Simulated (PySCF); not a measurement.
Two-component Hartree-Fock for Ti²⁺ (titanium, charge +2)

Start: [Ar] 3d1 4p1; 3d5/2 filled at m_j = +5/2; 4p3/2 filled at m_j = +3/2. Calculated with PySCF 2.14 in x2c-SVPall-2c with one added diffuse shell each of s, d type (6s5p4d1f, 48 functions): generalised Hartree-Fock with the X2C-1e Hamiltonian and a Gaussian nucleus; one run each with spin-orbit coupling (SO) switched off, then screened by Boettger's factors. This is a chosen level, not necessarily the ground level.

```tsv
spinor shell	electrons	ε, spin-free (eV)	ε, screened SO (eV)	weight of nominal j (screened SO)	rms radius, screened SO (bohr)
1s1/2	2	-5043.0	-5043.0	1.000	0.0805
2s1/2	2	-616.26	-616.26	1.000	0.350
2p1/2	2	-512.24	-516.09	0.997	0.318
2p3/2	4	-512.24	-510.34	0.998	0.321
3s1/2	2	-103.84	-103.84	1.000	1.07
3p3/2	4	-73.279	-73.628	0.853	1.16
3p1/2	2	-73.279	-72.594	0.706	1.16
3d5/2	1	-35.414	-35.394	1.000	1.42
4p3/2	1	-17.222	-17.204	1.000	3.63
```

```csv
quantity,spin-free,screened SO
E (hartree),-851.58914,-851.59205
M_J,4,4
⟨J²⟩,20.005,20.005
⟨L²⟩,12.004,12.004
⟨S²⟩,2.001,2.001
```

Each row is a mean over spinors that exchange with the open shell spreads, by up to 5.647 eV (3p3/2).

Rows whose weight is well below 1 are mixtures of j = l ± 1/2: exchange outweighs spin-orbit coupling there, and the label is only the starting occupation.

Without spin-orbit coupling the j labels of p, d and f shells carry no meaning; the spin-free column gives the mean over the occupied spinors of each nl shell.
